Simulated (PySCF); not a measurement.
What does the PBE0-D3(BJ)/def2-SVP structure of MeSiCl(SeBu)2, `C(C[Se][Si](Cl)([Se]CCCC)C)CC` look like in three dimensions?

```
atom  x, y, z in Å
C1    -5.1394    0.5291   -1.0517
C2    -4.5381    0.3499    0.3348
C3    -3.4408   -0.7093    0.4246
C4    -2.2170   -0.3766   -0.4108
Se5   -0.7763   -1.7098   -0.2308
Si6    0.3416   -0.7307    1.4782
C7     1.7744   -1.8386    1.9257
Cl8   -0.8263   -0.5227    3.1960
Se9    0.8614    1.4334    1.0043
C10    1.4729    1.2178   -0.8594
C11    2.6271    0.2599   -1.0880
C12    3.8905    0.5490   -0.2927
C13    5.0047   -0.4469   -0.5698
H14   -4.4021    0.9043   -1.7787
H15   -5.5334   -0.4237   -1.4420
H16   -5.9714    1.2494   -1.0355
H17   -5.3365    0.0739    1.0439
H18   -4.1383    1.3140    0.6959
H19   -3.8407   -1.6893    0.1112
H20   -3.1308   -0.8236    1.4748
H21   -1.7909    0.6028   -0.1383
H22   -2.4398   -0.3573   -1.4871
H23    1.4013   -2.8350    2.2089
H24    2.3156   -1.4079    2.7814
H25    2.4751   -1.9459    1.0849
H26    0.5952    0.9181   -1.4489
H27    1.7429    2.2457   -1.1485
H28    2.8599    0.2837   -2.1686
H29    2.2839   -0.7714   -0.8938
H30    4.2359    1.5732   -0.5191
H31    3.6447    0.5511    0.7829
H32    4.6949   -1.4744   -0.3174
H33    5.9059   -0.2207    0.0195
H34    5.2928   -0.4459   -1.6334
```

Orientation and origin are arbitrary. Atoms count from 1 in this order. Si6 (chlorine-bound silicon) is distorted tetrahedral (angles from 101.8° to 116.1°). Of the pairs four or more bonds apart, Si6···H29 is among the closest relative to their van der Waals radii: 3.07 Å, 93 % of the sum of Bondi's values.

Bonds between heavy atoms (Å): C1–C2 1.522, C2–C3 1.528, C3–C4 1.519, C4–Se5 1.971, Se5–Si6 2.265, Si6–C7 1.866, Si6–Cl8 2.088, Si6–Se9 2.275, Se9–C10 1.973, C10–C11 1.517, C11–C12 1.521, C12–C13 1.520.

Method: PBE0-D3(BJ)/def2-SVP geometry optimisation, gas phase in PySCF.

Point group: C1 (no symmetry element, even within 0.4 Å). No PBE0-D3(BJ)/def2-SVP frequencies stand behind this structure, so it isn't proved a minimum. One conformer, not necessarily the lowest (C1–C2–C3–C4 63°, C2–C3–C4–Se5 178°, C3–C4–Se5–Si6 -91°, C4–Se5–Si6–C7 178°, Se5–Si6–Se9–C10 -43°).
